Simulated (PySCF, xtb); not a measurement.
CH7NOSi, SMILES O([SiH2]N)C.

GFN2-xTB run with xtb at its own geometry gives an orbital gap of 6.18 eV and a dipole moment of 1.23 D.

Geometry: B3LYP-D3(BJ)/def2-SVP. Other conformers were not sampled.

**Question.** What does CAM-B3LYP/def2-TZVP (PySCF) give? (The exact figures need the calculation; the answer reports its results.)

**Answer.** gap 10.79 eV (levels -9.27 and 1.52 eV), dipole 0.52 D.
